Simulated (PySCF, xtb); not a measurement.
C₄H₁₀N₂, SMILES C/N=C\CCN.

GFN2-xTB run with xtb at its own geometry gives an orbital gap of 3.60 eV and a dipole moment of 2.17 D.

Geometry optimised at B3LYP-D3(BJ)/def2-SVP. The structure was generated by enumeration; whether it is a known compound was not checked. Other conformers were not sampled.

Q: What does HF/def2-TZVP in PySCF give? (The exact figures need the calculation; the answer reports its results.)

A: gap 13.61 eV (levels -10.31 and 3.31 eV), dipole 2.25 D.
